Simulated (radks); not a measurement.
Species: Ce2+. Configuration: [Xe] 4f2. All-electron calculation, Dirac Kohn-Sham, revPBE, spin-unpolarised, spherical densities, point nucleus; open shells fill j = l - 1/2 first. Program: a radial shooting solver on a logarithmic mesh with Libxc functionals.

Spin-orbit splittings of the eigenvalues, e(l+1/2) - e(l-1/2), with zeta = 2 splitting/(2l+1) and mean radii in bohr:

| shell | occ. | splitting (eV) | zeta (eV) | <r> j=l-1/2 | <r> j=l+1/2 |
|---|---|---|---|---|---|
| 2p | 6 | 446.6 | 297.7 | 0.08794 | 0.09415 |
| 3p | 6 | ? | ? | 0.2680 | 0.2802 |
| 3d | 10 | 18.86 | 7.544 | 0.2513 | 0.2551 |
| 4p | 6 | 18.70 | 12.47 | 0.6579 | 0.6855 |
| 4d | 10 | 3.253 | 1.301 | 0.7438 | 0.7537 |
| 4f | 2 | 0.2881 | 0.08231 | 1.217 | 1.234 |
| 5p | 6 | 2.573 | 1.715 | 1.737 | 1.818 |

Estimate the 3p splitting.

Answer. 87.80 eV (zeta = 58.54 eV).
